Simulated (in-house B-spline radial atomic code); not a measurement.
Configurations of neutral thulium, with energies counted from [Xe] (4f5/2)6 (4f7/2)7 6s2. Level of theory: Dirac-Hartree-Fock, average of each configuration as written, Fermi nucleus of rms radius 5.2256 fm; calculated with an all-electron radial atomic-structure program (B-spline basis). Energies include first-order Breit, QED and recoil terms.

Occupations are held fixed; configurations that lie above the ionisation limit could autoionise.

```json
{"configuration": "[Xe] (4f5/2)5 (4f7/2)8 6s2", "E - E(ref) (eV)": "1.0668", "highest orbital": "6s1/2", "its <r> (bohr)": "4.279"}
{"configuration": "[Xe] (4f5/2)5 (4f7/2)8 (5d5/2)1 6s1", "E - E(ref) (eV)": "3.7811", "highest orbital": "5d5/2", "its <r> (bohr)": "4.48"}
{"configuration": "[Xe] (4f5/2)5 (4f7/2)8 6s1 (8d5/2)1", "E - E(ref) (eV)": "5.6924", "highest orbital": "8d5/2", "its <r> (bohr)": "41.4"}
{"configuration": "[Kr] 4d10 (4f5/2)6 (4f7/2)7 5s2 (5p1/2)2 (5p3/2)3 6s2 (6f5/2)1", "E - E(ref) (eV)": "28.815", "highest orbital": "6f5/2", "its <r> (bohr)": "31.27"}
{"configuration": "[Kr] 4d10 (4f5/2)5 (4f7/2)8 5s2 (5p1/2)2 (5p3/2)3 6s2 (9d5/2)1", "E - E(ref) (eV)": "30.177", "highest orbital": "9d5/2", "its <r> (bohr)": "55.93"}
```

Order these further configurations by energy, lowest first.
A. [Xe] (4f5/2)5 (4f7/2)7 6s2 (6g7/2)1
B. [Kr] (4d3/2)3 (4d5/2)6 (4f5/2)6 (4f7/2)7 5s2 5p6 6s2 10s1
C. [Xe] (4f5/2)6 (4f7/2)7 (5g7/2)1 6s1
D. [Kr] 4d10 (4f5/2)6 (4f7/2)7 5s2 (5p1/2)2 (5p3/2)3 6s2 (8d5/2)1
E. [Kr] 4d10 (4f5/2)6 (4f7/2)7 5s2 (5p1/2)2 (5p3/2)3 6s2 (8p1/2)1

C (4.5407 eV), A (5.8574 eV), E (28.527 eV), D (28.87 eV), B (192.23 eV).
